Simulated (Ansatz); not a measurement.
Kohn–Sham single points on CH2OZn.

```yaml
crystal:
  periodic: [false, false, false]
  atoms:
    - {symbol: C, position_ang: [-0.403264, 0.421953, -0.458864]}
    - {symbol: O, position_ang: [-0.922645, -0.515965, 0.071874]}
    - {symbol: Zn, position_ang: [1.673485, -1.741271, 1.782545]}
    - {symbol: H, position_ang: [-0.965564, 1.098369, -1.132181]}
    - {symbol: H, position_ang: [0.667888, 0.663416, -0.304773]}
basis:
  gaussian: {orbitals: def2-TZVPP}
hamiltonian: {xc: {name: wB97M-V}}
output: {forces: true, orbitals: {seedname: orbitals}}
```

```sh
$ ansatz run in.yaml --threads 2 --pin off --events-out ev --progress --plain --max-ram 4352MiB
```

Output, abridged:

```
Functional definition: wB97M-V
985 factors; their error is unknown
177 factors; integrals over basis functions are off by at most 3.2e-5 eV
mean field evaluation 1: about -51530.4006 eV, gradient 4.1e1 eV
mean field evaluation 2: about -51528.4553 eV, gradient 5.7e1 eV
mean field evaluation 4: about -51533.0840 eV, gradient 1.7e0 eV
mean field evaluation 8: about -51533.0928 eV, gradient 4.0e-2 eV
mean field evaluation 16: about -51533.1362 eV, gradient 2.3e-5 eV
mean field -51533.13621809 eV, -1893.8078256006 hartree, gradient 2.3e-5 eV, S^2 0.000000; 0 other end points of the search recorded, 0 dependent functions left out
reference -51533.13626225 eV, -1893.8078272235 hartree; 23, 23 occupied and 131, 131 virtual orbitals, 985 factors
Total energy: -51533.13626225 eV, -1893.8078272235 hartree
Atom 0 at    -0.403264     0.421953    -0.458864 Å, force     0.135929     0.249296    -0.141775 eV/Å
Atom 1 at    -0.922645    -0.515965     0.071874 Å, force    -0.069363    -0.125759     0.071287 eV/Å
Atom 2 at     1.673485    -1.741271     1.782545 Å, force     0.000212    -0.000548     0.000454 eV/Å
Atom 3 at    -0.965564     1.098369    -1.132181 Å, force     0.051848    -0.084842     0.078646 eV/Å
Atom 4 at     0.667888     0.663416    -0.304773 Å, force    -0.118625    -0.038147    -0.008612 eV/Å
Dipole moment:     0.100100     0.384695    -0.252767 e Å
```

It took 6.5 s on 2 threads of an Arm Neoverse V2 on a shared host, with 0.36 GiB of host memory at the peak.

With the line `hamiltonian: {xc: {name: r2SCANh}, dispersion: d4}` and no forces (abridged; 3.2 s):

```
Functional definition: r2SCANh
mean field evaluation 16: about -51533.9678 eV, gradient 7.2e-4 eV
mean field -51533.96783825 eV, -1893.8383870778 hartree, gradient 1.7e-5 eV, S^2 0.000000
Total energy: -51533.98703660 eV, -1893.8390926041 hartree
```

Changing it to `hamiltonian: {xc: {name: r2SCAN0}, dispersion: d4}` and no forces (abridged; 3 s):

```
Functional definition: r2SCAN0
mean field -51533.06037952 eV, -1893.8050385846 hartree, gradient 4.9e-5 eV, S^2 0.000000
Total energy: -51533.08163144 eV, -1893.8058195782 hartree
```

Changing it to `hamiltonian: {xc: hse06, dispersion: d4}` and no forces (abridged; 1.9 s):

```
Functional definition: HSE06
mean field evaluation 16: about -51526.3208 eV, gradient 4.5e-4 eV
mean field -51526.32080643 eV, -1893.5573638418 hartree, gradient 5.6e-5 eV, S^2 0.000000
Total energy: -51526.37692337 eV, -1893.5594261011 hartree
```

The same input with `hamiltonian: {xc: {name: wB97X-V}}` and no forces (abridged; 4.8 s):

```
Functional definition: wB97X-V
mean field evaluation 16: about -51531.0578 eV, gradient 1.8e-5 eV
mean field -51531.05778222 eV, -1893.7314444910 hartree, gradient 1.8e-5 eV, S^2 0.000000
Total energy: -51531.05778042 eV, -1893.7314444248 hartree
```

With the line `hamiltonian: {xc: {name: BLYP}, dispersion: d4}` and no forces (abridged; 1.4 s):

```
Functional definition: BLYP
mean field evaluation 16: about -51538.9428 eV, gradient 9.3e-3 eV
mean field -51538.94279434 eV, -1894.0212133417 hartree, gradient 2.1e-5 eV, S^2 0.000000
Total energy: -51539.09303405 eV, -1894.0267345493 hartree
```

HSE06 is the plane-wave form, built on full-range PBE exchange.
